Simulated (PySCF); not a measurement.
## Electron correlation in F (fluorine, neutral)

[He] 2s2 2p5, 2P determinant. Computed with PySCF 2.14 in def2-SVP (3s2p1d, 14 functions), with the non-relativistic Hamiltonian (point nucleus). Frozen: 1s2; 7 electrons correlated.

MP2 pair energies summed by pair of shells (mhartree):

| pair | energy | share (%) |
| --- | --- | --- |
| 2p-2p | -89.84 | 64.9 |
| 2s-2p | -41.29 | 29.8 |
| 2s-2s | -7.26 | 5.2 |

Total MP2 correlation energy: -138.38 mhartree.

Same-spin part -35.42 and opposite-spin part -102.96 mhartree; SCS-MP2 scales them by 1/3 and 6/5 to -135.36 mhartree.

```tsv
level	correlation energy (mhartree)
CCSD	-149.75
(T)	-0.92
CCSD(T)	-150.67
```

Diagnostics: T1 = 0.0034, D1 = 0.0055, largest double amplitude 0.047.

Question: Is a single reference adequate?

Answer: Yes: T1 lies below 0.03 and no double amplitude reaches 0.07.
